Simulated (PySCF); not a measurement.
Ga(OH)2(SeH) (GaH3O2Se), SMILES [OH][Ga]([OH])[SeH].

Coordinates come from a PBE-D3(BJ)/def2-SVP optimisation. The structure was generated by enumeration; whether it is a known compound was not checked. Other conformers were not sampled.

Computed with ωB97X/def2-TZVP in PySCF.

Symmetry labels are those of the subgroup Cs that the program uses (full group Cs).

Computed valence orbital energies around the gap with their symmetry:
```tsv
orbital	symmetry	energy (eV)
HOMO−7	A'	-15.90
HOMO−6	A'	-14.07
HOMO−5	A'	-13.01
HOMO−4	A"	-12.18
HOMO−3	A'	-12.17
HOMO−2	A"	-11.43
HOMO−1	A'	-11.17
HOMO	A"	-9.79
LUMO	A'	0.86
LUMO+1	A"	1.61
LUMO+2	A'	1.90
LUMO+3	A'	3.18
```
